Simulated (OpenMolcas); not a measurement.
## Ni2+, Pd2+, Pt2+: d8 down the group

```yaml
Program: OpenMolcas
Method: CASSCF
Basis: ANO-R3
Scalar_Hamiltonian: X2C, finite nucleus
Spin-orbit_coupling: state interaction with AMFI integrals over the reference wave functions, term energies averaged over their components
```

Active space for each ion: 8 electrons in 6 orbitals (d s).

Computed levels in cm-1 above 3F4:

```
                               Level   Ni2+   Pd2+   Pt2+
                                 3F3   1456   3302  10334
                                 3P1  22310  17477  19849
                                 3P0  22601  17823  18813
                                 1G4  28120  22024  25336
                                 1S0  67761  51881  57650
weight of 3F in the lowest level (%)    100     99     97
```

Mixed levels, with the weight of the term that names them: Pt2+ 1G4 (74 %), Pt2+ 1S0 (56 %).

Measured, with the error of the calculation in %. Measured levels: Ni2+ from Corliss and Sugar, J. Phys. Chem. Ref. Data 10, 197 (1981); Pd2+ from Moore, Atomic Energy Levels, vol. III, NSRDS-NBS 35 (1971 reprint of NBS Circular 467, 1958); Pt2+ from NIST levels as listed in McCann et al., Mon. Not. R. Astron. Soc. 538, 537 (2025).

| Level | Ni2+ | Pd2+ | Pt2+ |
| --- | --- | --- | --- |
| 3F3 | 1361 (+7.0) | 3230 (+2.2) | 9752 (+6.0) |
| 3P1 | 16978 (+31.4) | 13470 (+29.7) | 16782 (+18.3) |
| 3P0 | 17231 (+31.2) | 13699 (+30.1) | 14939 (+25.9) |
| 1G4 | 23109 (+21.7) | 17880 (+23.2) | 21331 (+18.8) |
| 1S0 | 52532 (+29.0) |  |  |

The fine-structure level 3F3 changes by a factor of 7.1 from Ni2+ to Pt2+.

Without spin-orbit coupling 3P lies 20854, 14178, 9981 cm-1 above 3F in that order; the difference to the level 3P1, of either sign, comes from spin-orbit coupling, which also lowers the zero.

Without dynamic correlation excited terms often stand tens of per cent too high (terms of higher spin than the ground term too low), and those without a measured partner can miss by more than the paired ones. Terms from blocks run as CI alone lack orbitals of their own. Computed and measured levels are paired by configuration, term and J; levels that our copy of the source lacks, or whose pairing is in doubt (as where it misses far off the trend of its configuration), stay unpaired and out of the deviations. Only configurations of the active space appear.
